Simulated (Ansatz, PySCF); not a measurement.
System: disulfane, H2S2 (charge 0, singlet). SMILES: SS
Structure (B3LYP-D3(BJ)/def2-TZVP (Ansatz, a program for electronic structure) minimum search):
```xyz
4

S     -0.9222     0.0561     0.4718
S      0.9228     0.0543    -0.4709
H     -1.5351    -0.8736    -0.2871
H      1.5259    -0.8942     0.2724
```
Charge 0, spin multiplicity 1.

Quantity: atomisation energy (electronic, to ground-state atoms), in kJ/mol. Cores are frozen in the correlated levels unless marked. UHF or UKS for open shells. No spin-orbit coupling. Non-relativistic. FCI takes restricted orbitals. The coupled-cluster limit lacks core correlation, which all-electron functionals hold. Basis-set limits of correlation are two-point, X^-3; Hartree-Fock from the larger set.

| level | program | atomisation energy (kJ/mol) |
|---|---|---|
| BLYP/def2-TZVPD | Ansatz | 994.2 |
| revPBE-D3(BJ)/def2-TZVPD | Ansatz + dftd3 | ___ |
| BHLYP-D4/def2-TZVPD | Ansatz + dftd4 | 965.1 |
| r2SCANh/def2-TZVPD | Ansatz | 1005.9 |
| r2SCAN0/def2-TZVPD | Ansatz | 991.8 |
| MN15/def2-TZVPD | PySCF | ___ |
| LC-wPBE/def2-TZVPD | Ansatz | ___ |
| B2PLYP/def2-TZVPD | Ansatz | ___ |
| SCS-MP2/def2-QZVPP | Ansatz | 1006.2 |
| CCSD/STO-3G | Ansatz | 963.6 |
| CCSD/def2-QZVPP | Ansatz | 972.1 |
| FCI/STO-3G | Ansatz | 964.7 |
| CCSD(T)/CBS(def2-TZVPPD,def2-QZVPPD) | Ansatz | 1013.7 |

### Question
Complete the blanks.

### Answer

- revPBE-D3(BJ)/def2-TZVPD, atomisation energy (kJ/mol): 1010.0
- MN15/def2-TZVPD, atomisation energy (kJ/mol): 1024.5
- LC-wPBE/def2-TZVPD, atomisation energy (kJ/mol): 976.8
- B2PLYP/def2-TZVPD, atomisation energy (kJ/mol): 982.5
